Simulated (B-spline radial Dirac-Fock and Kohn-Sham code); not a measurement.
## Magnetic form factor of the 3d shell of As⁵⁺

System: the As⁵⁺ ion, 1s2 2s2 2p6 3s2 3p6 3d9 4s1 (not the ground configuration).

Method: Dirac-Fock densities. Computed with a B-spline atomic structure program. ⟨j_K⟩ is the integral of the 3d radial density with the spherical Bessel function j_K(4πsr), s = sin θ/λ.

| s (Å⁻¹) | ⟨j0⟩ | ⟨j2⟩ | ⟨j4⟩ |
| --- | --- | --- | --- |
| 0 | 1.0000 | 0.0000 | 0.0000 |
| 0.05 | 0.9909 | 0.0036 | 0.0000 |
| 0.1 | 0.9643 | 0.0141 | 0.0001 |
| 0.15 | 0.9219 | 0.0306 | 0.0005 |
| 0.2 | 0.8663 | 0.0515 | 0.0014 |
| 0.25 | 0.8007 | 0.0751 | 0.0033 |
| 0.3 | 0.7285 | 0.0997 | 0.0062 |
| 0.35 | 0.6530 | 0.1237 | 0.0104 |
| 0.4 | 0.5771 | 0.1456 | 0.0157 |
| 0.45 | 0.5033 | 0.1646 | 0.0222 |
| 0.5 | 0.4334 | 0.1800 | 0.0296 |
| 0.6 | 0.3098 | 0.1993 | 0.0458 |
| 0.7 | 0.2109 | 0.2044 | 0.0618 |
| 0.8 | 0.1360 | 0.1983 | 0.0759 |
| 0.9 | 0.0817 | 0.1847 | 0.0867 |
| 1 | 0.0437 | 0.1670 | 0.0939 |
| 1.1 | 0.0182 | 0.1475 | 0.0977 |
| 1.2 | 0.0017 | 0.1280 | 0.0984 |
| 1.4 | -0.0139 | 0.0927 | 0.0933 |
| 1.6 | -0.0174 | 0.0647 | 0.0831 |

Radial moments of the shell: ⟨r²⟩ = 0.4948, ⟨r⁴⟩ = 0.5038, ⟨r⁶⟩ = 0.9010 in powers of bohr.
